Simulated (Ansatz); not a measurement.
One change: `CC1=CC1C` becomes `CC1=C[CH]1[SnH3]`.

Ansatz, PBE0-D4/def2-TZVP geometries, multiplicity 1. 

Elements past krypton have def2 core potentials.

```tsv
property	`CC1=CC1C`
HOMO energy (PBE/def2-TZVPP) / eV	-5.69
size of the dipole moment (PBE/def2-TZVPP) / D	0.85
HOMO–LUMO gap (PBE0/def2-TZVPP) / eV	7.32
LUMO energy (PBE0/def2-TZVPP) / eV	0.52
size of the dipole moment (B3LYP/def2-TZVPP) / D	0.83
HOMO energy (PBE0/def2-TZVPP) / eV	-6.80
```

Question: Give the same properties after the change, and the shifts. (Estimate.)

Answer: Ansatz gave: 
```tsv
property	`CC1=C[CH]1[SnH3]`	shift
HOMO energy (PBE/def2-TZVPP) / eV	-5.34	0.35
size of the dipole moment (PBE/def2-TZVPP) / D	2.11	1.26
HOMO–LUMO gap (PBE0/def2-TZVPP) / eV	6.42	-0.90
LUMO energy (PBE0/def2-TZVPP) / eV	0.08	-0.44
size of the dipole moment (B3LYP/def2-TZVPP) / D	2.04	1.21
HOMO energy (PBE0/def2-TZVPP) / eV	-6.34	0.46
```

With PBE0 the HOMO rises by 0.46 eV and the LUMO falls by 0.44 eV, so the gap narrows by about 0.90 eV. PBE moves the HOMO by 0.35 eV and ωB97M-V by 0.59 eV. Dipoles are sizes alone; their direction can turn.

B3LYP here is the variant with VWN-RPA as its local correlation; programs differ in this.
